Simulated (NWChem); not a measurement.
System: GeNH2Br, singlet; SMILES [NH2][Ge][Br]

Parts of the log:

```
             Northwest Computational Chemistry Package (NWChem) 7.3.0
             --------------------------------------------------------

 CS  symmetry detected

                             Geometry "geometry" -> ""
                             -------------------------

 Output coordinates in angstroms (scale by  1.889725989 to convert to a.u.)

  No.       Tag          Charge          X              Y              Z
 ---- ---------------- ---------- -------------- -------------- --------------
    1 Ge                  32.0000     0.42369078     1.00829654     0.00000000
    2 Br                  35.0000    -0.02012723    -1.32582290     0.00000000
    3 N                    7.0000    -1.30989916     1.53181966     0.00000000
    4 H                    1.0000    -2.10872723     0.90326402     0.00000000
    5 H                    1.0000    -1.57563069     2.51231089     0.00000000

 Effective nuclear repulsion energy (a.u.)     387.8463696581

      Symmetry information
      --------------------

 Group name             Cs
 Group number              2
 Group order               2
 No. of unique centers     5

                                 NWChem DFT Module
                                 -----------------

 Summary of "ao basis" -> "ao basis" (spherical)
 ------------------------------------------------------------------------------
       Tag                 Description            Shells   Functions and Types
 ---------------- ------------------------------  ------  ---------------------
 Ge                        def2-svpd                14       38   6s4p4d
 Br                        def2-svpd                15       41   6s5p4d
 N                         def2-svpd                 8       20   4s2p2d
 H                         def2-svpd                 4        8   2s2p

      Symmetry analysis of basis
      --------------------------

        a'         80
        a"         35

            General Information
            -------------------
          SCF calculation type: DFT
          Wavefunction type:  closed shell.
          No. of atoms     :     5
          No. of electrons :    76
           Alpha electrons :    38
            Beta electrons :    38
          Charge           :     0
          Spin multiplicity:     1
          Use of symmetry is: off; symmetry adaption is: on
          Maximum number of iterations: 150
          AO basis - number of functions:   115
                     number of shells:    45
          Convergence on energy requested:  1.00D-06
          Convergence on density requested:  1.00D-05
          Convergence on gradient requested:  5.00D-04

              XC Information
              --------------
                     Hartree-Fock (Exact) Exchange  1.000
                   CAM-Becke88 Exchange Functional  1.000
                      VWN V Correlation Functional  0.190 local
              Lee-Yang-Parr Correlation Functional  0.810

           Range-Separation Parameters
           ---------------------------
           Alpha           :  0.19
           Beta            :  0.46
           Gamma           :  0.33
           Short-Range HF  :     F

             Grid Information
             ----------------
          Grid used for XC integration:  medium
          Radial quadrature: Mura-Knowles
          Angular quadrature: Lebedev.
          Tag              B.-S. Rad. Rad. Pts. Rad. Cut. Ang. Pts.
          ---              ---------- --------- --------- ---------
          Ge                  1.25      112          12.0       590
          Br                  1.15      112          12.0       590
          N                   0.65       49          12.0       434
          H                   0.35       45          13.0       434
          Grid pruning is: on
          Number of quadrature shells:   363
          Spatial weights used:  Erf1

      Superposition of Atomic Density Guess
      -------------------------------------

 Sum of atomic energies:       -4702.37502667

      Non-variational initial energy
      ------------------------------

 Total energy =   -4703.059344
 1-e energy   =   -7325.120346
 2-e energy   =    2234.214632
 HOMO         =      -0.278293
 LUMO         =      -0.030003

      Symmetry analysis of molecular orbitals - initial
      -------------------------------------------------

  Numbering of irreducible representations:

     1 a'          2 a"

  Orbital symmetries:

[...]

                                NWChem TDDFT Module
                                -------------------

            General Information
            -------------------
           No. of orbitals :     230
            Alpha orbitals :     115
             Beta orbitals :     115
        Alpha frozen cores :       0
         Beta frozen cores :       0
     Alpha frozen virtuals :       0
      Beta frozen virtuals :       0
         Spin multiplicity :       1
    Number of AO functions :     115
        Use of symmetry is : off
      Symmetry adaption is : on
         Schwarz screening :  0.10D-07

              XC Information
              --------------
              Hartree-Fock (Exact) Exchange   1.00
            CAM-Becke88 Exchange Functional   1.00
               VWN V Correlation Functional   0.19 local
       Lee-Yang-Parr Correlation Functional   0.81
           Alpha           :  0.19
           Beta            :  0.46
           Gamma           :  0.33

             TDDFT Information
             -----------------
          Calculation type : Tamm-Dancoff TDDFT
         Wavefunction type : Restricted singlets
          No. of electrons :      76
           Alpha electrons :      38
            Beta electrons :      38
              No. of roots :       6
          Max subspacesize :    5200
            Max iterations :     100
               Target root :       1
           Target symmetry : none
      Symmetry restriction : off
                 Algorithm : Optimal
        Davidson threshold :  0.10D-03

    6 smallest eigenvalue differences (eV)
--------------------------------------------------------
  No. Spin  Occ  Vir  Irrep   E(Occ)    E(Vir)   E(Diff)
--------------------------------------------------------
    1    1   38   39 a"       -0.320    -0.036     7.711
    2    1   37   39 a'       -0.341    -0.036     8.274
    3    1   36   39 a"       -0.353    -0.036     8.621
    4    1   38   40 a'       -0.320     0.013     9.061
    5    1   35   39 a'       -0.380    -0.036     9.336
    6    1   37   40 a"       -0.341     0.013     9.624
--------------------------------------------------------

  Entering Davidson iterations
  Restricted singlet excited states

  Iter   NTrls   NConv    DeltaV     DeltaE      Time
  ----  ------  ------  ---------  ---------  ---------
    1      6       0     0.17E+00   0.10+100       46.4
    2     12       0     0.41E-01   0.33E-01       49.0
    3     18       0     0.29E-01   0.31E-02       49.9
    4     24       0     0.20E-01   0.14E-02       49.0
    5     30       1     0.89E-02   0.46E-03       46.6
    6     35       2     0.27E-02   0.11E-03       44.4
    7     39       3     0.75E-03   0.96E-05       43.6
    8     42       3     0.29E-03   0.88E-06       41.5
    9     45       5     0.12E-03   0.13E-06       41.3
   10     46       6     0.88E-04   0.20E-07       29.5
  ----  ------  ------  ---------  ---------  ---------
  Convergence criterion met

  Ground state a'      -4706.795499138421 a.u.

  ----------------------------------------------------------------------------
  Root   1 singlet a"             0.165865957 a.u.                4.5134 eV
  ----------------------------------------------------------------------------
     Transition Moments    X -0.00000   Y -0.00000   Z  0.57431
     Dipole Oscillator Strength                    0.0364714553
     Electric Quadrupole                           0.0000002341
     Magnetic Dipole                               0.0000023729
     Total Oscillator Strength                     0.0364740622

     Occ.   32  a'  ---  Virt.   39  a"       0.06343
     Occ.   36  a'  ---  Virt.   39  a"       0.05571
     Occ.   38  a'  ---  Virt.   39  a"      -0.98818
     Occ.   38  a'  ---  Virt.   48  a"       0.06834
  ----------------------------------------------------------------------------
  Root   2 singlet a"             0.194022224 a.u.                5.2796 eV
  ----------------------------------------------------------------------------
     Transition Moments    X  0.00000   Y -0.00000   Z -0.30256
     Dipole Oscillator Strength                    0.0118405373
     Electric Quadrupole                           0.0000001121
     Magnetic Dipole                               0.0000009198
     Total Oscillator Strength                     0.0118415692

     Occ.   36  a'  ---  Virt.   39  a"       0.99079
     Occ.   36  a'  ---  Virt.   48  a"      -0.07479
  ----------------------------------------------------------------------------
  Root   3 singlet a'             0.195240622 a.u.                5.3128 eV
  ----------------------------------------------------------------------------
     Transition Moments    X -0.29538   Y  0.32172   Z -0.00000
     Dipole Oscillator Strength                    0.0248282042
     Electric Quadrupole                           0.0000001930
     Magnetic Dipole                               0.0000000005
     Total Oscillator Strength                     0.0248283977

[...]
```

Level: CAM-B3LYP/def2-SVPD, TDA. Low-valent species are run as closed-shell singlets; no triplet was tried in these runs. Structure relaxed at the PBE0/def2-SVP level.

Question: Which NWChem input produces such a log?

Answer: This is not unique; one that fits is the input that was run:
```
start job
memory heap 200 mb stack 900 mb global 1100 mb
geometry units angstroms noautoz
  Ge     0.413480     1.006510     0.000000
  Br    -0.021514    -1.329270     0.000000
  N     -1.322076     1.523478     0.000000
  H     -2.118523     0.891908     0.000000
  H     -1.591511     2.502958     0.000000
end
basis spherical
  * library def2-svpd
end
dft
  xc xcamb88 1.00 lyp 0.81 vwn_5 0.19 hfexch 1.00
  cam 0.33 cam_alpha 0.19 cam_beta 0.46
  iterations 150
end
tddft
  cis
  nroots 6
  notriplet
end
task tddft energy
```
